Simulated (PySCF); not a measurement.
boric acid (BH3O3), SMILES OB(O)O.

Coordinates come from a PBE0-D3(BJ)/def2-SVP optimisation. One conformer was computed; it need not be the lowest.

These are PySCF with PBE/def2-TZVPD values and carry that method's errors.

Question: Estimate the frontier levels, gap, dipole moment and polarisability. (Estimate from the structure and the level; the computed values follow.)

Answer: 
The highest occupied level comes out as -7.57 eV and the lowest empty level comes out as -1.26 eV. The orbital gap is 6.31 eV and the dipole moment comes out as 2.81 D. The quadrupole, principal values (traceless, Buckingham form, about the centre of nuclear charge) comes out as -7.06, -2.74, 9.81 D·Å. The mean static polarisability is 30.0 bohr³ (4.44 Å³) and the polarisability, principal values is 23.9, 31.5, 34.5 bohr³.
